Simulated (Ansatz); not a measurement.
A nudged elastic band was laid between two geometries of C3H6O2Si (12 atoms, charge 0, multiplicity 1).

The calculation used Ansatz, RKS B3LYP/def2-SVP.

```
movable images  : 7
climbing image  : yes
spring          : 5.0 eV/Å²
optimiser       : quadratic models (default)
start path      : IDPP
force threshold : 0.05 eV/Å
iteration limit : 60
end points      : relaxed
```

First end point:

```xyz
12
Properties=species:S:1:pos:R:3
C -1.909 -0.616 -0.184
C -0.571 -0.696 -0.097
O 0.191 -1.634 -0.736
Si 0.513 0.500 0.889
C 1.808 1.319 -0.303
O 2.353 2.363 -0.029
H -2.496 -1.325 -0.783
H -2.459 0.162 0.347
H -0.377 -2.224 -1.255
H 1.288 -0.241 1.927
H -0.323 1.554 1.522
H 2.059 0.782 -1.263
```

Last end point:

```xyz
12
Properties=species:S:1:pos:R:3
C -1.911 -0.614 -0.178
C -0.572 -0.695 -0.100
O 0.185 -1.634 -0.744
Si 0.515 0.499 0.885
C 1.813 1.317 -0.304
O 2.351 2.365 -0.030
H -2.456 0.165 0.357
H -2.501 -1.322 -0.773
H -0.387 -2.224 -1.259
H 1.288 -0.244 1.922
H -0.320 1.554 1.518
H 2.072 0.778 -1.260
```

Question: Which bonds break or form, and what moves?

Answer: No bond is made or broken. The dihedral H7–C1–C2–Si4 goes from 179 to -1°. The two ends are copies of one structure, up to a mirror image or an exchange of like atoms.

Question: What energy profile does the band end with?

Answer: The forces met the threshold. The highest image is number 4 of 0 to 8, 64.1 kcal/mol above the ends, which have the same energy within 2 meV. Neighbouring images differ by up to 1.8 eV, so the band resolves the path poorly. A vibrational analysis at the climbing image gives one clearly imaginary mode, 1434i cm⁻¹: a first-order saddle point.

| image | path coordinate (Å) | energy (kcal/mol) | dihedral H7–C1–C2–Si4 (°) |
| --- | --- | --- | --- |
| 0 | 0.00 | 0.0 | 179 |
| 1 | 0.90 | 0.3 | 180 |
| 2 | 1.80 | 2.0 | 169 |
| 3 | 2.69 | 22.9 | 117 |
| 4 | 3.59 | 64.1 | 59 |
| 5 | 4.37 | 28.2 | 54 |
| 6 | 5.15 | 4.5 | 26 |
| 7 | 5.93 | 0.2 | 2 |
| 8 | 6.71 | 0.0 | -1 |

Question: What is the geometry of the highest image?

Answer: 
```xyz
12
Properties=species:S:1:pos:R:3
C -1.983 -0.957 0.033
C -0.594 -0.708 -0.067
O 0.124 -1.582 -0.711
Si 0.501 0.734 0.648
C 1.978 1.120 -0.543
O 2.047 2.156 -1.164
H -2.520 -0.081 -0.395
H -2.282 -0.930 1.104
H -0.588 -2.250 -0.965
H 0.996 0.198 1.949
H -0.351 1.934 0.832
H 2.750 0.312 -0.686
```

The band took 47 iterations and about 28 core-minutes.

The run took 14 min on 2 threads of Arm Neoverse V2 (shared host), peak memory 0.28 GiB.
